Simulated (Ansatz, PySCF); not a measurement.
Species: SbCl₂, charge 0, multiplicity 2. It need not be the lowest isomer of its formula. 
Coordinates optimised at B3LYP-D3(BJ)/def2-TZVP (Ansatz, a first-principles code):
SMILES: [Cl][Sb][Cl]
```xyz
3

Sb    -0.3350    -0.1782     0.4828
Cl    -0.3456     1.8508    -0.7281
Cl     1.3505    -1.3162    -0.7202
```
Charge 0, spin multiplicity 2.

Property: atomisation energy (electronic, to ground-state atoms), in kcal/mol. Valence correlation only, unless marked. UHF or UKS for open shells. Spin-orbit coupling is left out. The frozen core is the preceding noble-gas configuration, with the filled d and f shells of earlier blocks. Past Kr the def2 sets carry scalar-relativistic core potentials. STO-3G rows are all-electron and non-relativistic. The coupled-cluster limit lacks core correlation, which all-electron functionals hold. CBS marks a two-point X^-3 extrapolation of the correlation energy; Hartree-Fock from the larger set. The bracket is a focal-point correction in the basis named.

```tsv
level	program	atomisation energy (kcal/mol)	minus last row
HF-D3(BJ)/def2-TZVPD	PySCF + dftd3	105.6	-41.9
SVWN5/def2-TZVPD	Ansatz	187.2	39.7
TPSS-D3(BJ)/def2-TZVPD	PySCF + dftd3	157.5	10.0
M06-L-D4/def2-TZVPD	PySCF + dftd4	166.8	19.3
r2SCAN-D4/def2-TZVPD	Ansatz + dftd4	153.7	6.2
B3LYP/def2-TZVPD	Ansatz	147.7	0.2
PBE0/STO-3G	Ansatz	172.7	25.2
r2SCAN0/def2-TZVPD	Ansatz	145.3	-2.2
HSE06/def2-TZVPD	Ansatz	150.3	2.8
B2GP-PLYP/def2-TZVPD	Ansatz	144.7	-2.8
PBE-QIDH/def2-TZVPD	Ansatz	145.7	-1.8
RI-MP2/def2-QZVPPD	Ansatz	150.6	3.1
SCS-MP2/def2-SVPD	Ansatz	125.7	-21.8
RI-MP2/CBS(def2-TZVPP,def2-QZVPP)+[CCSD(T)-MP2]/def2-SVP	Ansatz	150.3	2.8
RI-MP2/CBS(def2-TZVPPD,def2-QZVPPD)+[CCSD(T)-MP2]/def2-TZVPPD	Ansatz	147.5	0.0
```
